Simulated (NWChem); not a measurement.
Species: C₅H₁₀; SMILES C=CCCC

All runs: NWChem. Pople sets run with spherical d functions. B3LYP is NWChem's, with the RPA form of VWN correlation. Each level has its own optimisation; frequencies are unscaled. Brackets give each atom's bonded neighbours. One conformer.

| level | r C–C [C(CCH)–C(CHH)] (Å) | r C–H [C(CHH)–H(C)] (Å) | r C–C [C(CCH)–C(CCHH)] (Å) | r C–H [C(CCH)–H(C)] (Å) | highest harmonic frequency (cm⁻¹) | lowest (cm⁻¹) | zero-point energy (kcal/mol) | dipole (D) |
|---|---|---|---|---|---|---|---|---|
| Hartree-Fock/STO-3G | 1.309 | 1.081 | 1.525 | 1.084 | 3808 | 67 | 102.5 | 0.28 |
| Hartree-Fock/3-21G | 1.316 | 1.074 | 1.510 | 1.076 | 3384 | 68 | 92.5 | 0.31 |
| Hartree-Fock/6-31G* | 1.319 | 1.076 | 1.506 | 1.078 | 3401 | 77 | 92.2 | 0.31 |
| B3LYP/6-31G* | 1.334 | 1.088 | 1.506 | 1.091 | 3233 | 74 | 86.5 | 0.35 |
| LDA (Slater exchange, VWN5)/def2-SVP | 1.336 | 1.105 | 1.486 | 1.109 | 3160 | 71 | 82.9 | 0.44 |
| PBE/def2-SVP | 1.345 | 1.103 | 1.505 | 1.106 | 3162 | 72 | 83.4 | 0.42 |
| BLYP/def2-SVP | 1.347 | 1.102 | 1.514 | 1.105 | 3136 | 72 | 83.1 | 0.40 |
| PBE0/def2-SVP | 1.334 | 1.094 | 1.498 | 1.098 | 3256 | 73 | 86.1 | 0.40 |
